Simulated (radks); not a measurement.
Q: Ionisation of the manganese ion Mn23+, [He], to 1s1 as the strength of local exchange is varied. Method: Dirac Kohn-Sham, Slater X-alpha exchange (alpha = 2/3 is LDA exchange), no correlation, spin-unpolarised, spherical densities, point nucleus; computed with a radial shooting solver on a logarithmic mesh with Libxc functionals.

| alpha | E(Mn23+) (hartree) | exchange (hartree) | IE (eV) | -e of the level emptied (eV) | <r> of it (bohr) |
|---|---|---|---|---|---|
| 0.667 | -612.38440 | -13.36118 | 8156.7 | 7969.2 (1s1/2) | 0.06040 |
| 0.668 | -612.40443 | -13.38145 | 8157.0 | 7969.6 (1s1/2) | 0.06040 |
| 0.803 | -615.11210 | -16.12549 | 8201.1 | 8017.8 (1s1/2) | 0.06024 |
| 0.95 | -618.06805 | -19.12863 | 8249.3 | 8070.5 (1s1/2) | 0.06007 |
| 0.991 | -618.89391 | -19.96907 | 8262.7 | 8085.2 (1s1/2) | 0.06003 |
| 0.999 | -619.05512 | -20.13320 | 8265.4 | 8088.1 (1s1/2) | 0.06002 |
| 1.003 | -619.13574 | -20.21528 | 8266.7 | 8089.5 (1s1/2) | 0.06001 |
| x | -615.37319 | -16.39044 | 8205.4 | 8022.4 (1s1/2) | 0.06023 |

Which alpha was used in the last row?

A: alpha = 0.816. NIST Atomic Spectra Database: 8140.8 eV (theoretical). The central value is not met in this range of alpha. Spin polarisation and multiplet splitting are left out, so open shells lie too high by an amount that depends on their filling.

Beside tabulated values, note that spin-unpolarised runs miss the spin-polarisation part of the exchange energy of open shells.
